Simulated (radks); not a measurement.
Values are calculated unless marked as measured or tabulated.
Task: Ionisation of neutral praseodymium, [Xe] 4f3 6s2, to Pr+, [Xe] 4f3 6s1, under several functionals. Scalar-relativistic Kohn-Sham, spin-polarised, spherical densities, finite nucleus; open shells are filled with parallel spins first (spin-orbit coupling, left out, can overturn this in heavy ions); a radial shooting solver on a logarithmic mesh with Libxc functionals. Known Delta-SCF values: LDA (Slater exchange, Perdew-Zunger correlation) 5.642 eV; PW91 5.450 eV. What does r2SCAN give, and what is its highest occupied eigenvalue?

Result: 5.111 eV by Delta-SCF; the 4f eigenvalue is -1.768 eV. NIST: 5.470 eV (semi-empirical).
